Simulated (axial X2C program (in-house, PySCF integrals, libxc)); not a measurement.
# GaF⁺: from Re and ωe to a spectrum

A bond curve at the CCSD level, with spin–orbit coupling, was computed with an axial X2C code built on PySCF integrals (basis Ga dyall-cv3z [9s9p7d4f1g], F dyall-av3z [7s6p3d2f] (cores contracted in-house)) for the state Ω = 1/2 (⟨Sz⟩ = 0.50, ⟨Lz⟩ = 0.00 at HF). Its fit gives Re = 1.6964 Å, ωe = 756.0 cm⁻¹, ωexe = 6.05 cm⁻¹ and αe = 3.200e-03 cm⁻¹; the masses are 68.9256 and 18.9984 u. Two-component means X2C with spin–orbit coupling and atomic mean-field Coulomb and Gaunt terms.

Correlated methods: 9 electrons correlated (number of frozen shells: Ga 3 s, 2 p, 1 d; F 1 s), 259 virtual spin orbitals or spinors in MP2, 90 natural virtuals in coupled cluster.

(1) Find the reduced mass, Be and the force constant.

(2) A Morse curve ties αe to the other constants (Pekeris). How well does that hold?

(3) Where do the fundamental and the first overtone lie?

(4) Estimate De from a Morse curve and compare with the computed well depth of 1.427 eV to Ga+ + F.

(5) Estimate the centrifugal constant by the Kratzer relation.

One determinant describes the state; a PBE0 search over occupations chose it and may have missed a lower one. Dissociation energies refer to the lowest single-determinant-based atoms at the same level and basis. CCSD ran in a truncated set of natural virtual spinors with an MP2 remainder; without triples it tends to underbind. With the outer-core shells frozen, correlated bond lengths of heavy atoms tend to come out a few hundredths of an ångström too long.

Answers

(1) From the CCSD values: μ = 14.8933 u. Be = 16.8576/(μ Re²) = 0.3933 cm⁻¹. k = 5.8918×10⁻⁷ μ ωe² = 5.02 mdyn/Å.

(2) αe(Morse) = 6Be²/ωe × (√(ωexe/Be) − 1) = 3.588e-03 cm⁻¹; the CCSD curve gives 3.200e-03 cm⁻¹, a ratio of 1.12.

(3) ν(1←0) = ωe − 2ωexe = 743.9 cm⁻¹; ν(2←0) = 2ωe − 6ωexe = 1475.7 cm⁻¹.

(4) De(Morse) = ωe²/(4ωexe) = 2.928 eV against 1.427 eV computed, a ratio of 2.05. The extrapolation overshoots: the well softens faster than a Morse curve, or the lowest atomic limit lies below the one to which the curve heads.

(5) D = 4Be³/ωe² = 4.26e-07 cm⁻¹.
